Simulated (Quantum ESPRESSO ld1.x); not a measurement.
The mean radii <r> (bohr) of the occupied orbitals of an atom or ion are listed with their occupations. All-electron calculation, scalar-relativistic Kohn-Sham, PBE, spin-unpolarised, spherical densities, point nucleus. Program: ld1.x of Quantum ESPRESSO 7.5.

orbital  occ.      <r>
1s          2  0.01714
2s          2  0.07234
2p          6  0.06523
3s          2   0.1871
3p          6   0.1882
3d         10   0.1704
4s          2   0.4150
4p          6   0.4418
4d         10   0.4680
5s          2   0.9392
4f         14   0.5138
5p          6    1.069
5d          4    1.370
6p          2    2.502

Name the element and its charge.

Answer. Z = 78, platinum, charge +4: Pt4+ in [Xe] 4f14 5d4 6p2. The 1s radius gives Z: for a bare nucleus <r> = (2 gamma + 1)/(2Z) with gamma = sqrt(1 - (Z/c)^2), 0.01695 bohr for Z = 78, and screening makes it slightly larger (0.01714 here). The occupations add up to 74, and the charge is Z minus that.
